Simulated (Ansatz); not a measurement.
Isomers of C10H8, B3LYP-D3(BJ)/def2-TZVP minima from an xTB search, which can miss the lowest.
Isomer 1, SMILES c1ccc2ccccc2c1 (charge 0, multiplicity 1):
| atom | x (Å) | y (Å) | z (Å) |
|---|---|---|---|
| C | 2.4771 | -0.4804 | 0.0006 |
| C | 2.3462 | 0.9178 | 0.1406 |
| C | 1.1044 | 1.4956 | 0.1746 |
| C | -0.0662 | 0.7070 | 0.0708 |
| C | -1.3635 | 1.2718 | 0.1023 |
| C | -2.4771 | 0.4804 | -0.0006 |
| C | -2.3462 | -0.9178 | -0.1406 |
| C | -1.1044 | -1.4956 | -0.1746 |
| C | 0.0662 | -0.7070 | -0.0708 |
| C | 1.3635 | -1.2718 | -0.1023 |
| H | 3.4636 | -0.9251 | -0.0249 |
| H | 3.2335 | 1.5325 | 0.2210 |
| H | 1.0013 | 2.5687 | 0.2819 |
| H | -1.4614 | 2.3454 | 0.2098 |
| H | -3.4635 | 0.9251 | 0.0249 |
| H | -3.2335 | -1.5325 | -0.2210 |
| H | -1.0013 | -2.5687 | -0.2819 |
| H | 1.4614 | -2.3454 | -0.2098 |
Isomer 2, SMILES c1ccc2cccc-2cc1 (charge 0, multiplicity 1):
```xyz
18

C      2.43506     0.10963     0.07669
C      1.90452    -1.17571     0.02590
C      0.56905    -1.56394    -0.02502
C     -0.56804    -0.77354    -0.03813
C     -1.89157    -1.23203    -0.09058
C     -2.74745    -0.12371    -0.08648
C     -1.99648     1.05696    -0.03189
C     -0.63646     0.71933     0.00014
C      0.42365     1.60865     0.05625
C      1.78913     1.34202     0.09039
H      3.51834     0.15841     0.11088
H      2.62862    -1.98196     0.02606
H      0.38949    -2.63454    -0.05933
H     -2.18816    -2.26904    -0.12765
H     -3.82639    -0.17230    -0.12034
H     -2.38674     2.06305    -0.01663
H      0.14692     2.65871     0.07629
H      2.43651     2.21001     0.13346
```

Correlated levels freeze the cores. MP2 and its Hartree–Fock in cc-pVQZ, cc-pVTZ are density fitted.

Run with Ansatz (an electronic-structure program). 

The energy of isomer 2 above isomer 1 is E(isomer 2) − E(isomer 1). Total energies (hartree):

| level | isomer 2 | isomer 1 |
|---|---|---|
| HF/cc-pVTZ | -383.4059886 | -383.4760492 |
| MP2/cc-pVTZ | -384.9881802 | -385.0438403 |
| HF/cc-pVQZ | -383.4292587 | -383.4991346 |
| MP2/cc-pVQZ | -385.1084362 | -385.1638799 |
| MP2/cc-pVDZ | -384.6225948 | -384.6783458 |
| CCSD(T)/cc-pVDZ | -384.7329105 | -384.7906333 |

Question: Work out the energy of isomer 2 above isomer 1 at the basis-set limit: extrapolate the MP2 correlation part as X⁻³, take Hartree–Fock from the larger set, and add the CCSD(T) − MP2 difference of cc-pVDZ.

Answer: 
1. Differences (1 hartree = 627.509 kcal/mol): HF/cc-pVTZ 43.964; MP2/cc-pVTZ 34.927; HF/cc-pVQZ 43.848; MP2/cc-pVQZ 34.791; MP2/cc-pVDZ 34.984; CCSD(T)/cc-pVDZ 36.222.
2. Correlation parts, MP2 less HF: -9.036 in cc-pVTZ (X = 3), -9.056 in cc-pVQZ (X = 4).
3. Limit (4³·(-9.056) − 3³·(-9.036))/(4³ − 3³) = -9.071; with HF/cc-pVQZ it gives 34.777.
4. CCSD(T) less MP2 in cc-pVDZ: 1.237.
Result: 36.01 kcal/mol, against 34.93 at MP2/cc-pVTZ. It is an estimate of this method's limit, not of the exact value.
